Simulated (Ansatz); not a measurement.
The molecule OF, multiplicity 2 (the spin of the measured ground state).

D_e counts from the fitted minimum to each atom's lowest state at the same level, without counterpoise.

Codes used: Ansatz (Gaussian orbitals). Each number belongs to the level named beside it.

One of these levels gives 55.54 kcal/mol for the bond energy D_e. Which one is it?
(A) PBE/def2-TZVPP
(B) B97M-V/def2-TZVPP
(C) BHLYP/def2-TZVPP

B, B97M-V/def2-TZVPP. The others give 72.24 (PBE/def2-TZVPP), 35.42 (BHLYP/def2-TZVPP)

Ansatz is a quantum-chemistry and plane-wave program.
